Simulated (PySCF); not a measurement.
# P: excitation energy

P [Ne] 3s2 3p3 (4S) → P [Ne] 3s1 3p4, s spin flipped, as a difference of total energies. All numbers are calculated (PySCF 2.14, no relativity, point nucleus, in aug-cc-pwCVTZ (8s7p5d3f, 75 functions)). Correlated levels: valence and next inner shell: 1s2 frozen. The calculations carry no spin-orbit coupling.

| method | excitation energy (eV) |
| --- | --- |
| UHF | 13.057 |
| MP2 (valence and next inner shell) | 11.470 |
| SCS-MP2 (valence and next inner shell) | 11.172 |

How much does correlation contribute at MP2 (valence and next inner shell)?

11.470 − (13.057) = -1.587 eV, measured against UHF.

The upper determinant mixes two multiplicities, so it lies between the two terms.

The upper state lies above the first ionisation limit, where it may autoionise and the basis confines it.

The coupled-cluster amplitudes are large for the upper state (T1 above 0.03 or a double amplitude above 0.15), so a single reference is strained.
